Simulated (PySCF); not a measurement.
## Excitation energy of Sr by level of theory

Sr [Kr] 5s2 (1S) → Sr [Kr] 5s1 5p1 (3P), as a difference of total energies. All numbers are calculated (PySCF 2.14, the spin-free X2C one-electron Hamiltonian (Gaussian nucleus), in aug-cc-pVDZ-X2C (7s6p4d, 45 functions)). Correlated levels: valence: [Kr] frozen. The calculations carry no spin-orbit coupling.

```json
{"method": "UHF", "excitation energy (eV)": "0.989", "error (eV)": "-0.834"}
{"method": "LDA", "excitation energy (eV)": "1.927", "error (eV)": "+0.104"}
{"method": "PBE", "excitation energy (eV)": "1.762", "error (eV)": "-0.061"}
{"method": "PBE0", "excitation energy (eV)": "1.660", "error (eV)": "-0.163"}
{"method": "r2SCAN", "excitation energy (eV)": "1.495", "error (eV)": "-0.328"}
{"method": "LC-wPBE", "excitation energy (eV)": "1.375", "error (eV)": "-0.448"}
{"method": "wB97M-V", "excitation energy (eV)": "2.063", "error (eV)": "+0.240"}
{"method": "M06-2X", "excitation energy (eV)": "2.058", "error (eV)": "+0.235"}
{"method": "wB97X", "excitation energy (eV)": "2.036", "error (eV)": "+0.213"}
{"method": "MP2 (valence)", "excitation energy (eV)": "1.394", "error (eV)": "-0.429"}
{"method": "SCS-MP2 (valence)", "excitation energy (eV)": "1.503", "error (eV)": "-0.320"}
```

Reference: 1.823 eV (measured; NIST levels, between the centres of gravity of the two terms).

Errors of the correlated levels include the incompleteness of this basis and the frozen core.
